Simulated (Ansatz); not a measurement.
Basis-set extrapolation for C₃H₈BNO (`BCO/C=N/C`) (PBE0-D4/def2-TZVP geometry, frozen core, Ansatz 0.2.0). Multiplicity 1, RHF reference.

```
                      def2-TZVPP   def2-QZVPP
                 HF  -272.318620  -272.331346
    MP2 correlation    -1.037102    -1.108338
CCSD(T) correlation    -1.127692      not run
```

Energies in hartree. Use E(X) = E(∞) + A·exp(−7.88·√X) for Hartree–Fock and E(X) = E(∞) + B·X^(−2.97) for correlation, with X = 3 and 4, and add CCSD(T) minus MP2 of the smaller set to the MP2 limit.

Question: What is the CCSD(T) energy at the basis-set limit?

Answer: HF limit: -272.331346 + (-0.012726) × 0.13774 = -272.33310. MP2 limit: -1.108338 + (-0.071236) × 0.74074 = -1.16111. Higher-order term: -1.127692 − (-1.037102) = -0.09059. Total: -273.58480 hartree, 86.9 kcal/mol below CCSD(T)/def2-TZVPP.
